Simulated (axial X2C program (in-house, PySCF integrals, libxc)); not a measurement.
# Potential curves of SbP, without spin–orbit coupling

Calculated with an in-house relativistic program for diatomic molecules. Spin-free means the one-electron spin-free X2C Hamiltonian. Basis: Sb dyall-cv3z [11s12p8d4f1g], P dyall-v3z [8s7p2d1f] (cores contracted in-house); Gaussian nuclei, density fitting, unrestricted open shells. Masses: Sb 120.904 u, P 30.974 u.

State: M_S = 0, Λ = 0 (closed shell). Energies in kJ/mol from the fragments at the same level (Sb + P). Fits are polynomials in 1 − R0/R over 0.85 to 1.23 times the lowest point R0.

| R (Å) | PW91 | PBE0 | MP2 |
| --- | --- | --- | --- |
| 1.9088 | -214.49 | -180.93 | -165.76 |
| 1.9965 | -305.86 | -267.37 | -256.39 |
| 2.0624 | -346.94 | -304.31 | -297.39 |
| 2.1282 | -370.04 | -322.96 | -321.03 |
| 2.1940 | -379.26 | -327.47 | -331.59 |
| 2.2708 | -376.72 | -319.19 | -331.82 |
| 2.3476 | -363.64 | -300.17 | -323.01 |
| 2.4463 | -336.17 | -264.91 | -303.55 |
| 2.5670 | -292.63 | -211.74 | -274.02 |
| 2.7425 | -220.67 | -125.91 | -231.45 |

Correlated methods: 20 electrons correlated (number of frozen shells: Sb 4 s, 3 p, 1 d; P 2 s, 1 p), 228 virtual spin orbitals or spinors in MP2.

The state is a single determinant with fixed occupations, the lowest that a limited PBE0 search found. The closed shell is kept restricted, so the energy runs too high when the bond is stretched far. Dissociation energies refer to the lowest single-determinant-based atoms at the same level and basis. MP2 and coupled cluster on one determinant become unreliable at the stretched end.

Fit the PW91 curve near its minimum: give the equilibrium distance, the harmonic wavenumber and the well depth.

At PW91, spin-free: Re = 2.216 Å, ωe ≈ 506 cm⁻¹, De = 3.94 eV to Sb + P; Be follows as 0.139 cm⁻¹.

What are Re, ωe and De at the PBE0 level?

At PBE0, spin-free: Re = 2.186 Å, ωe ≈ 544 cm⁻¹, De = 3.39 eV to Sb + P; Be follows as 0.143 cm⁻¹.

Fit the MP2 curve near its minimum: give the equilibrium distance, the harmonic wavenumber and the well depth.

At MP2, spin-free: Re = 2.233 Å, ωe ≈ 460 cm⁻¹, De = 3.45 eV to Sb + P; Be follows as 0.137 cm⁻¹.
